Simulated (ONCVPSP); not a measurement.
Transferability test, ONCV potential for lutetium

lutetium, optimised norm-conserving Vanderbilt (ONCV), made with ONCVPSP 4.0.1 (PW91, scalar-relativistic). Core [Kr] 4d10, reference 4f13 5s2 5p6 5d2 6s2. Waves: 5s+6s: rc 1.80 bohr, ncon 4, nbas 8, qcut 8.7 1/bohr, 2 projectors; 5p: rc 2.05 bohr, ncon 3, nbas 7, qcut 7.9 1/bohr, 2 projectors, debl 0.7 Ha; 5d: rc 2.25 bohr, ncon 4, nbas 8, qcut 4.2 1/bohr, 2 projectors, debl 3 Ha; 4f: rc 1.00 bohr, ncon 3, nbas 8, qcut 19.8 1/bohr, local. Local part: the f channel. Core correction: Teter function, fcfact 4.25, rcfact 1.8.

In the p channel the program set the typed energies aside and used -1.283, 0.250 Ha.

Energies are relative to the spin-unpolarised reference configuration 4f13 5s2 5p6 5d2 6s2; without spin polarisation the order of configurations can differ from experiment.

```json
{"valence configuration": "4f14 5s2 5p6 5d1 6s2", "charge": "0", "ΔE all-electron (eV)": "-10.927", "error AE − PS (meV)": "-270"}
{"valence configuration": "4f14 5s2 5p6 5d1 6s0", "charge": "+2", "ΔE all-electron (eV)": "9.788", "error AE − PS (meV)": "-236"}
```

Q: What are ΔE and the potential's error for 4f14 5s2 5p6 5d1 6s1?

A: ΔE = -3.513 eV all-electron; the error (AE − PS) is -250 meV.

Q: What are ΔE and the potential's error for 4f14 5s2 5p5 5d1 6s2?

A: ΔE = 26.176 eV all-electron; the error (AE − PS) is -268 meV.

Levels in the configuration 4f14 5s2 5p6 5d1 6s0:

| level | all-electron (eV) | pseudo (eV) |
| --- | --- | --- |
| 4f | -24.398 | -24.118 |
| 5s | -75.866 | -75.744 |
| 5p | -46.416 | -46.334 |
| 5d | -15.121 | -15.230 |

Note: ghosts flagged at negative energy: s at -916.1 eV, p at -332.6 eV, d at -245.9 eV; GHOST(+) flagged for s at 209.3 eV. A true bound ghost makes a file unfit for plane-wave use.
